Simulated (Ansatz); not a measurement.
A structure relaxed at PBE0-D4/def2-SVP in Ansatz, charge 1, singlet:

```xyz
6

Al    1.153    1.056    1.023
Al    0.485    1.099   -1.459
Al   -1.267   -0.475    0.340
Mg    1.965   -1.005   -0.535
Mg   -0.421   -0.425    2.927
Mg   -1.916   -0.251   -2.296
```

(1) Give its formula and point group.

(2) Summarise the bond lengths by kind (pairs closer than 1.2 times the sum of covalent radii, bridged metal pairs left out).

Answers

(1) Mg₃Al₃⁺. Point group Cs (tolerance 0.1 Å).

(2) 6 × Al–Mg 2.71 to 2.88 Å; 1 × Al–Al 2.57 Å.

The restricted singlet is unstable towards broken spin symmetry in Hartree–Fock (as tested in another run); at PBE0-D4/def2-SVP this wasn't settled. Another isomer (singlet) lies 0.16 eV lower at PBE0-D4/def2-TZVP; other spin states weren't run for this one.
